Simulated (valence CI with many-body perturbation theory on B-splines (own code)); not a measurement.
Results of a calculation; reference values are marked as such.
## Run record, O II

Method: configuration interaction combined with many-body perturbation theory (CI+MBPT): five valence electrons over a frozen Dirac-Fock core [He], a basis of 6 s, 6 p, 5 d, 3 f, 1 g functions for each j, with the one-electron correlation potential Σ1 (screened to all orders), the two-electron term Σ2, the three-electron term Σ3, Breit, model QED; selected single and double excitations, second order for the rest, scaled by the run's own slope (own B-spline code, finite nucleus).

Command, and the settings that its task file holds:

```sh
python run_cv.py task.json out
```

```
atom O  Z=8  mass_number=16  rms_radius_fm=2.6991
core [He]
valence 2s2 2p3
avg = 1
basis = S
breit = 1
cap = 10000
capref = 1200
cscale = 1
de = 0.0
dress = 0
eps = 2e-08
extrap = 1
h = 0.27
hh = 1
l2 = 3
lcore = 6
maxit = 60
n2 = 5
natural = 1
nlev = 20
nno = [3, 3, 3, 2, 1]
nroot = 26
nsp = [3, 3, 2, 1, 0]
pt2 = 1
qed = 1
rpa = 1
s1 = 2
s2 = 1
s3 = 1
screen = 1
tol = 2e-05
whole = 1
```

It took 31 s on 1 thread of Arm Neoverse V2, with other jobs on the host.

Log. The first blocks belong to the next ion, which gives the ionisation energy. Fields: 2J, parity (1 odd), roots, reference size, generating configurations, candidates as configurations/state functions, variational space P, stored matrix elements, Davidson steps; e2 is the range of second-order energies in hartree. The first line gives the box (bohr), its intervals, the orbitals and the steps of their self-consistent field. Window is the range of levels sought, series limit the energy at which the first omitted orbital would enter, core excitation an estimate of the first excitation out of the core, left out the lowest levels not solved, and shifts from estimates the range by which levels moved from their first estimate, all in cm⁻¹.

```
rmax 28.0 intervals 68 orbitals 36 references ['2s2 2p3'] scf 8 t 0.7
2J=0 par=0 roots 2 ref 24 generators 9 cand 712/976 P 734/1000 nnz 0 it 0
2J=0 par=0 roots 2 ref 24 generators 42 cand 2708/4148 P 3442/5148 nnz 1.5e+06 it 9
   second order: generators 88 cand 13615/25115 e2 -0.00014 -0.00013
2J=2 par=0 roots 2 ref 49 generators 9 cand 403/986 P 430/1035 nnz 0 it 0
2J=2 par=0 roots 2 ref 49 generators 51 cand 1250/3980 P 1680/5015 nnz 2.5e+06 it 13
   second order: generators 115 cand 18709/79726 e2 -0.00153 -0.00076
2J=4 par=0 roots 2 ref 55 generators 10 cand 351/923 P 380/978 nnz 0 it 0
2J=4 par=0 roots 2 ref 55 generators 39 cand 1180/3994 P 1560/4972 nnz 2.7e+06 it 9
   second order: generators 98 cand 15950/92192 e2 -0.00083 -0.00075
reference levels 157, estimated 157, window 207648 1/cm; series limit 258401, core excitation 4362690
2J=3 par=1 roots 9 ref 24 generators 56 cand 208/879 P 1010/3403 nnz 1.2e+06 it 9
2J=3 par=1 roots 9 ref 24 generators 123 cand 1126/6506 P 2136/9909 nnz 8.1e+06 it 15
   second order: generators 280 cand 64919/756867 e2 -0.00786 -0.00373
2J=5 par=1 roots 5 ref 19 generators 40 cand 263/958 P 987/3467 nnz 1.3e+06 it 7
2J=5 par=1 roots 5 ref 19 generators 99 cand 1029/6446 P 2016/9913 nnz 8.6e+06 it 13
   second order: generators 229 cand 61481/856753 e2 -0.00724 -0.00542
2J=1 par=1 roots 6 ref 15 generators 50 cand 299/1004 P 1336/3585 nnz 1e+06 it 11
2J=1 par=1 roots 6 ref 15 generators 111 cand 1630/6403 P 2966/9988 nnz 6.7e+06 it 13
   second order: generators 249 cand 62628/429370 e2 -0.00374 -0.00263
2J=5 par=0 roots 5 ref 22 generators 54 cand 258/981 P 978/3499 nnz 1.4e+06 it 8
2J=5 par=0 roots 5 ref 22 generators 155 cand 1229/6492 P 2207/9991 nnz 7.8e+06 it 21
   second order: generators 318 cand 75207/1097836 e2 -0.01926 -0.00366
2J=3 par=0 roots 7 ref 25 generators 68 cand 244/980 P 994/3495 nnz 1.4e+06 it 11
2J=3 par=0 roots 7 ref 25 generators 147 cand 1326/6504 P 2320/9999 nnz 7.8e+06 it 20
   second order: generators 334 cand 75809/904916 e2 -0.01980 -0.00330
2J=1 par=0 roots 6 ref 19 generators 50 cand 332/992 P 1310/3499 nnz 1.2e+06 it 12
2J=1 par=0 roots 6 ref 19 generators 145 cand 2006/6462 P 3316/9961 nnz 6.2e+06 it 21
   second order: generators 319 cand 69403/471053 e2 -0.00578 -0.00185
2J=7 par=1 roots 2 ref 12 generators 19 cand 278/1058 P 1058/3690 nnz 1.3e+06 it 6
2J=7 par=1 roots 2 ref 12 generators 46 cand 1187/6513 P 2245/10203 nnz 8e+06 it 9
   second order: generators 106 cand 40717/618388 e2 -0.00383 -0.00361
left out: unestimated none, estimated 230933, shifts from estimates -205 to 188
operators 0.1
```

The Davidson iterations converged. The settings are bad on purpose, so the numbers may not be properties of the ion.

Set against measurement, 32 paired levels are off by 530 cm⁻¹ on average, the worst by 881. Among the levels kept, up to 1800 cm⁻¹ of a level comes from second order outside the variational space, and about a tenth of that is noise between levels of different J, which matters for small intervals.

```
Valence energy                            : -15.43576 hartree
Ionisation energy                         : 35.171 eV (NIST: 35.1211 eV (measured))
Reference configurations for the orbitals : 2s2 2p3
Radial orbitals                           : 36
Box radius                                : 28.01 bohr
Largest variational space                 : 10203
Lowest levels                             : 2s2 2p3 4S°_3/2 0.000, 2s2 2p3 2D°_5/2 3.377, 2s2 2p3 2D°_3/2 3.380, 2s2 2p3 2P°_3/2 5.082, 2s2 2p3 2P°_1/2 5.082, 2s 2p4 4P_5/2 14.826, 2s 2p4 4P_3/2 14.846, 2s 2p4 4P_1/2 14.856, 2s 2p4 2D_5/2 20.608, 2s 2p4 2D_3/2 20.609, 2s2 2p2 3s 4P_1/2 23.025, 2s2 2p2 3s 4P_3/2 23.040, 2s2 2p2 3s 4P_5/2 23.060, 2s2 2p2 3s 2P_1/2 23.482 eV
```
